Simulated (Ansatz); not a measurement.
Born–Oppenheimer molecular dynamics of H$_{3}$Sb (4 atoms, charge 0, multiplicity 1). It starts from a relaxed structure.

The calculation used Ansatz 0.2.0, RKS BLYP-D4/def2-TZVP.

| Quantity | Value |
| --- | --- |
| ensemble | NVE (velocity Verlet) |
| time step | 0.25 fs |
| steps asked | 500 |
| starting velocities drawn for | 200 K |
| masses | H 2.014 u |
| seed | 231640 |

Frames 0.5 fs apart, positions in Å.

Velocities at 22.5 fs (Å/ps):

```
Sb -0.15 0.12 0.07
H -6.64 -1.86 -8.49
H 8.65 1.08 2.13
H 6.84 -6.16 2.35
```

```xyz
4
Properties=species:S:1:pos:R:3 time_fs=22.5 energy_less_start_eV=0.021 T=118
Sb 0.468 -0.318 -0.475
H 0.892 0.079 1.191
H -1.088 -0.989 -0.015
H -0.300 1.247 -0.716
4
Properties=species:S:1:pos:R:3 time_fs=23.0 energy_less_start_eV=0.016 T=138
Sb 0.468 -0.318 -0.475
H 0.889 0.078 1.186
H -1.083 -0.988 -0.014
H -0.297 1.244 -0.715
4
Properties=species:S:1:pos:R:3 time_fs=23.5 energy_less_start_eV=0.011 T=157
Sb 0.468 -0.318 -0.475
H 0.885 0.077 1.181
H -1.079 -0.988 -0.013
H -0.293 1.240 -0.714
4
Properties=species:S:1:pos:R:3 time_fs=24.0 energy_less_start_eV=0.007 T=172
Sb 0.468 -0.318 -0.475
H 0.882 0.076 1.176
H -1.073 -0.987 -0.012
H -0.289 1.237 -0.712
4
Properties=species:S:1:pos:R:3 time_fs=24.5 energy_less_start_eV=0.004 T=184
Sb 0.468 -0.317 -0.475
H 0.878 0.074 1.171
H -1.068 -0.986 -0.011
H -0.285 1.233 -0.711
4
Properties=species:S:1:pos:R:3 time_fs=25.0 energy_less_start_eV=0.002 T=192
Sb 0.467 -0.317 -0.475
H 0.874 0.073 1.165
H -1.063 -0.985 -0.009
H -0.281 1.229 -0.709
4
Properties=species:S:1:pos:R:3 time_fs=25.5 energy_less_start_eV=0.002 T=194
Sb 0.467 -0.317 -0.475
H 0.869 0.072 1.160
H -1.057 -0.984 -0.008
H -0.277 1.225 -0.708
4
Properties=species:S:1:pos:R:3 time_fs=26.0 energy_less_start_eV=0.002 T=192
Sb 0.467 -0.317 -0.475
H 0.865 0.071 1.154
H -1.052 -0.984 -0.007
H -0.273 1.221 -0.706
4
Properties=species:S:1:pos:R:3 time_fs=26.5 energy_less_start_eV=0.004 T=184
Sb 0.467 -0.317 -0.475
H 0.861 0.070 1.149
H -1.046 -0.983 -0.006
H -0.268 1.217 -0.705
4
Properties=species:S:1:pos:R:3 time_fs=27.0 energy_less_start_eV=0.007 T=172
Sb 0.467 -0.317 -0.475
H 0.857 0.069 1.144
H -1.041 -0.982 -0.004
H -0.264 1.213 -0.703
4
Properties=species:S:1:pos:R:3 time_fs=27.5 energy_less_start_eV=0.011 T=156
Sb 0.467 -0.317 -0.475
H 0.853 0.067 1.139
H -1.036 -0.982 -0.003
H -0.260 1.210 -0.702
4
Properties=species:S:1:pos:R:3 time_fs=28.0 energy_less_start_eV=0.016 T=137
Sb 0.467 -0.317 -0.475
H 0.849 0.067 1.134
H -1.031 -0.981 -0.001
H -0.256 1.207 -0.700
```

Of the whole run (125 fs, mean temperature of the second half 98 K): The conserved energy stayed within 0.011 meV per atom of its start (net change 0.0023 meV per atom), so the integration is sound. The temperature averaged 0.49 of the 200 K drawn at the start: a run that starts near a minimum puts about half its kinetic energy into the potential. A run of 0.12 ps of so small a system gives no equilibrium averages.

Time of the run: 4.8 min on 1 thread of Arm Neoverse V2, with other jobs on the host, peak memory 0.099 GiB.
